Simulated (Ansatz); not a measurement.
C2H8BN (`BNCC`). Charge 0, multiplicity 1. Geometry: relaxed with PBE0-D4/def2-TZVP. It is one conformer, not always the lowest.

```xyz
12

B    -1.651   -0.619   -0.961
N    -0.701    0.295   -0.543
C     0.053    0.268    0.692
C     1.546    0.121    0.463
H    -2.178   -0.462   -2.025
H    -1.922   -1.542   -0.246
H    -0.463    1.070   -1.145
H    -0.325   -0.567    1.285
H    -0.144    1.182    1.266
H     1.936    0.949   -0.136
H     2.084    0.116    1.414
H     1.765   -0.810   -0.064
```

What is the dipole moment at r2SCAN/def2-TZVPP? (Estimate.)

The calculation gave: 2.17 D, with components (1.56, 1.32, 0.71) D in this frame, pointing from negative to positive charge.

And with PBE, B3LYP, ωB97M-V? (Estimate.)

Ansatz gave: PBE 2.23 D, B3LYP 2.11 D, ωB97M-V 2.10 D.

Give the Mulliken charges with r2SCAN, ωB97M-V, PBE in def2-TZVPP. (Estimate.)

Ansatz gave: 
```json
{"atom": "B1", "r2SCAN": "-0.06", "ωB97M-V": "-0.18", "PBE": "-0.15"}
{"atom": "N2", "r2SCAN": "-0.18", "ωB97M-V": "-0.16", "PBE": "-0.10"}
{"atom": "C3", "r2SCAN": "0.08", "ωB97M-V": "-0.05", "PBE": "-0.01"}
{"atom": "C4", "r2SCAN": "-0.13", "ωB97M-V": "-0.29", "PBE": "-0.25"}
{"atom": "H5", "r2SCAN": "-0.03", "ωB97M-V": "0.04", "PBE": "-0.01"}
{"atom": "H6", "r2SCAN": "-0.03", "ωB97M-V": "0.04", "PBE": "-0.02"}
{"atom": "H7", "r2SCAN": "0.15", "ωB97M-V": "0.11", "PBE": "0.15"}
{"atom": "H8", "r2SCAN": "0.04", "ωB97M-V": "0.09", "PBE": "0.07"}
{"atom": "H9", "r2SCAN": "0.04", "ωB97M-V": "0.10", "PBE": "0.08"}
{"atom": "H10", "r2SCAN": "0.03", "ωB97M-V": "0.09", "PBE": "0.07"}
{"atom": "H11", "r2SCAN": "0.04", "ωB97M-V": "0.10", "PBE": "0.08"}
{"atom": "H12", "r2SCAN": "0.05", "ωB97M-V": "0.11", "PBE": "0.09"}
```

B3LYP here is the variant with VWN-RPA as its local correlation; programs differ in this.
